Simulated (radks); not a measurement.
Q: Species: Bi2+. Configuration: [Hg] 6p0.5 6d0.5 (fractional occupations, a model configuration). Method: scalar-relativistic Kohn-Sham, PBE, spin-polarised, spherical densities, finite nucleus; open shells are filled with parallel spins first (spin-orbit coupling, left out, can overturn this in heavy ions); Fermi nuclear charge, rms radius 5.5211 fm; computed with a radial shooting solver on a logarithmic mesh with Libxc functionals. Some entries of the table are withheld. Estimate them.

orbital  occ.  eigenvalue (hartree)  <r^2> (bohr^2)  r(max) (bohr)
1s up       1             -3330.832       0.0003464       0.009662
1s down     1             -3330.831       0.0003464       0.009662
2s up       1             -599.0942        0.005245        0.05620
2s down     1             -599.0940        0.005245        0.05620
2p up       3             -512.8021        0.004486        0.04691
2p down     3             -512.8018        0.004486        0.04691
3s up       1             -145.1537         0.03370         0.1585
3s down     1             -145.1534         0.03370         0.1585
3p up       3             -120.4851         0.03501         0.1588
3p down     3             -120.4848         0.03501         0.1588
3d up       5             -95.65006         0.02902         0.1294
3d down     5             -95.64979         0.02902         0.1294
4s up       1             -33.85772          0.1604         0.3559
4s down     1             -33.85731          0.1604         0.3559
4p up       3             -25.77076          0.1841         0.3759
4p down     3             -25.77034          0.1841         0.3759
4d up       5             -16.50944          0.2059         0.3815
4d down     5             -16.50896          0.2058         0.3815
5s up       1              -6.49575          0.7735         0.7707
5s down     1              -6.49434          0.7735         0.7708
4f up       7              -6.31225          0.2321         0.3421
4f down     7              -6.31168          0.2321         0.3421
5p up       3              -4.22507           1.012         0.8602
5p down     3              -4.22356           1.012         0.8602
5d up       5              -1.69328           1.731            (1)
5d down     5              -1.68920           1.719            (2)
6s up       1              -1.18021           4.752          1.832
6s down     1              -1.16063           4.700          1.823
6p up     0.5              -0.75268           7.569          2.269
6p down     0              -0.72689           7.477          2.255
7s up       0              -0.39934           24.59          4.391
6d up     0.5              -0.35891           18.87          3.541
5f up       0              -0.20985           30.77          4.445

A: 
(1) 5d up r(max) (bohr): 1.032
(2) 5d down r(max) (bohr): 1.032
